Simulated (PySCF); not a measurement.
## Electron correlation in Hf(2+) (hafnium, charge +2)

[Xe] 4f14 5d1 6p1, one real determinant (an excited configuration). Calculation: PySCF 2.14, in x2c-TZVPPall (11s7p7d3f1g, 97 functions); scalar relativity by spin-free X2C-1e. Frozen: [Xe] 4f14; 2 electrons correlated.

With two correlated electrons CCSD is exact within the correlated space (frozen core and kept virtual orbitals).

```tsv
level	correlation energy (mhartree)
CCSD	-5.77
```

Diagnostics: T1 = 0.0093, D1 = 0.0148, largest double amplitude 0.304.

Is a single reference adequate?

Not fully. The real determinant used has ⟨L²⟩ near 8 against 12 for a pure F term, so it mixes terms. Spin-orbit coupling, absent here, splits the open shell strongly. A double-excitation amplitude exceeds 0.15, a sign of near-degeneracy.

The reference is one real determinant that mixes LS terms of this configuration.
